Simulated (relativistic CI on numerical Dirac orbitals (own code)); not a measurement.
Sensitivity of the levels of Ge⁴⁺ to α and to the nuclear radius

Computed by Dirac-Coulomb-Breit CI, separate exchange-only KLI orbitals for each configuration, valence Slater integrals scaled by 0.85, P86 correlation energy added to each configuration, derivatives by finite differences, QED left out (own radial code, finite nucleus).

Configurations in the expansion (outside the closed core [Ar]): 3d10, 3d9 4s, 3d9 4p, 3d9 4d, 3d8 4s2, 3d9 4f, 3d8 4s 4p, 3d8 4p2. Levels of other configurations are missing.

With x = (α/α₀)² − 1 an excitation energy changes as ω = ω₀ + qx; K = 2q/ω₀ is the relative enhancement. Terms are leading LS components, so labels can repeat. The field-shift factor is F = δν/δ⟨r²⟩ for the transition from the lowest level.

Lowest level 3d10 1S_0.

```csv
Level,ω₀ (cm⁻¹),q (cm⁻¹),F (GHz/fm²)
3d9 4s 3D_3,232258,-13440,5.59
3d9 4s 3D_2,233973,-12490,5.57
3d9 4s 3D_1,236710,-9055,5.62
3d9 4s 1D_2,239827,-9764,5.49
3d9 4p 3P°_2,321291,-9644,1.35
3d9 4p 3F°_3,324909,-10370,1.35
3d9 4p 3P°_1,325257,-5639,1.36
3d9 4p 3F°_4,326800,-7284,1.34
3d9 4p 3P°_0,327621,-2888,1.36
3d9 4p 3F°_2,327860,-6663,1.37
3d9 4p 1F°_3,331899,-5978,1.35
3d9 4p 1D°_2,332303,-7817,1.35
3d9 4p 3D°_3,333729,-4637,1.36
```

At this charge configurations can still be misplaced by up to about 7 % of their energy.

(1) Which transition from the lowest level has the largest |K|?

## Answers

(1) 3d9 4s 3D_3 at 232258 cm⁻¹, K = -0.116.
